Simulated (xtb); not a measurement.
xtb input (GFN-FF):

```bash
xtb mol.xyz --gfnff --opt tight --chrg 0 --uhf 0
```
mol.xyz:
```
14

C     -1.33980836     1.37581321    -0.70592984
Si    -0.56561758    -0.00526671     0.31213837
C     -1.10604593    -1.68859834    -0.33404104
Si     1.77464155     0.16655509     0.25692850
H     -2.42995135     1.31249672    -0.67797089
H     -1.02575366     1.31222090    -1.74990074
H     -1.04978988     2.35743707    -0.32718804
H     -1.00437142     0.13308027     1.72792786
H     -0.78613940    -1.82890283    -1.36870236
H     -0.67945881    -2.49726453     0.26196558
H     -2.19372977    -1.78415214    -0.30216986
H      2.23260686     1.47970484     0.77921803
H      2.27116032     0.03509410    -1.13842948
H      2.41421723    -0.90104096     1.06813898
```

End of the output:

```
         :::::::::::::::::::::::::::::::::::::::::::::::::::::
         ::                     SUMMARY                     ::
         :::::::::::::::::::::::::::::::::::::::::::::::::::::
         :: total energy              -1.649272921272 Eh    ::
         :: gradient norm              0.000142939264 Eh/a0 ::
         ::.................................................::
         :: bond energy               -1.721555966814 Eh    ::
         :: angle energy               0.014802802934 Eh    ::
         :: torsion energy             0.000029890162 Eh    ::
         :: repulsion energy           0.067715430666 Eh    ::
         :: electrostat energy        -0.002990312497 Eh    ::
         :: dispersion energy         -0.007192503045 Eh    ::
         :: HB energy                  0.000000000000 Eh    ::
         :: XB energy                  0.000000000000 Eh    ::
         :: bonded atm energy         -0.000082262677 Eh    ::
         :: external energy            0.000000000000 Eh    ::
         :: add. restraining           0.000000000000 Eh    ::
         :: total charge              -0.000000000000 e     ::
         :::::::::::::::::::::::::::::::::::::::::::::::::::::

           -------------------------------------------------
          |                Property Printout                |
           -------------------------------------------------
Note: The following floating-point exceptions are signalling: IEEE_UNDERFLOW_FLAG IEEE_DENORMAL
normal termination of xtb

molecular dipole:
                 x           y           z       tot (Debye)
 q only:       -0.027      -0.004      -0.017       0.081
           -------------------------------------------------
          |                Geometry Summary                 |
           -------------------------------------------------

      molecular mass/u    :       90.2718767
   center of mass at/Å    :        0.0372739       0.0032471       0.0041771
  moments of inertia/u·Å² :        0.9190579E+02   0.2000303E+03   0.2633150E+03
rotational constants/cm⁻¹ :        0.1834230E+00   0.8427538E-01   0.6402078E-01

 * 13 selected distances

     #   Z          #   Z                                           value/Å
     1   6 C        2  14 Si                                      1.8688717
     2  14 Si       3   6 C                                       1.8688726
     2  14 Si       4  14 Si                                      2.3402837 (max)
     1   6 C        5   1 H                                       1.0873603
     1   6 C        6   1 H                                       1.0871722
     1   6 C        7   1 H                                       1.0873642
     2  14 Si       8   1 H                                       1.4558709
     3   6 C        9   1 H                                       1.0871575 (min)
     3   6 C       10   1 H                                       1.0873731
     3   6 C       11   1 H                                       1.0873558
     4  14 Si      12   1 H                                       1.4536981
     4  14 Si      13   1 H                                       1.4530668
     4  14 Si      14   1 H                                       1.4537085

 * 4 distinct bonds (by element types)

   Z      Z             #   av. dist./Å        max./Å        min./Å
   1 H    6 C           6     1.0872972     1.0873731     1.0871575
   1 H   14 Si          4     1.4540861     1.4558709     1.4530668
   6 C   14 Si          2     1.8688722     1.8688726     1.8688717
  14 Si  14 Si          1     2.3402837     2.3402837     2.3402837

optimized geometry written to: xtbopt.xyz

           -------------------------------------------------
          | TOTAL ENERGY               -1.649272921272 Eh   |
          | GRADIENT NORM               0.000142939264 Eh/α |
           -------------------------------------------------
########################################################################
[WARNING] Runtime exception occurred
-1- gfnff_setup: Could not read topology file.
########################################################################

------------------------------------------------------------------------
------------------------------------------------------------------------
 total:
 SCF:
 ANC optimizer:
```
